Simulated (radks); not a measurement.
Question: Species: Lu-. Configuration: [Xe] 4f14 5d2 6s2. All-electron calculation, scalar-relativistic Kohn-Sham, LDA (Slater exchange, Perdew-Wang correlation), spin-polarised, spherical densities, finite nucleus; open shells are filled with parallel spins first (spin-orbit coupling, left out, can overturn this in heavy ions); Fermi nuclear charge, rms radius 5.37 fm; hard spherical wall at 3.5 bohr. Program: a radial shooting solver on a logarithmic mesh with Libxc functionals. Some entries of the table are withheld. Estimate them.

orbital,occ.,eigenvalue (eV),<1/r> (bohr^-1)
1s down,1,-63144.47,82.12
1s up,1,-63144.46,82.12
2s up,1,-10729.14,19.16
2s down,1,-10729.07,19.16
2p up,3,-9441.817,17.55
2p down,3,-9441.760,17.55
3s up,1,-2411.439,7.083
3s down,1,-2411.430,7.083
3p up,3,-2024.967,6.584
3p down,3,-2024.956,6.584
3d up,5,-1559.384,6.235
3d down,5,-1559.350,6.235
4s up,1,-459.0835,3.002
4s down,1,-459.0483,3.002
4p up,3,-332.1260,2.736
4p down,3,-332.0895,2.736
4d up,5,-166.3470,2.422
4d down,5,-166.2920,2.422
5s up,1,-36.8855,1.118
5s down,1,-36.1363,1.123
5p up,3,-8.4735,0.9131
5p down,3,-7.4836,0.9185
4f up,7,15.2523,1.809
4f down,7,15.4830,1.819
5d up,2,22.6583,0.6448
5d down,0,23.8744,0.6461
6s up,1,(1),0.6002
6s down,1,(2),0.5971
6p up,0,39.3764,0.6368
6p down,0,40.3052,0.6338
5f up,0,49.7380,0.5983
5f down,0,50.8443,0.5905
7s up,0,93.1311,0.7166
7s down,0,94.0340,0.7165

Answer: 
(1) 6s up eigenvalue (eV): 26.2122
(2) 6s down eigenvalue (eV): 27.2687
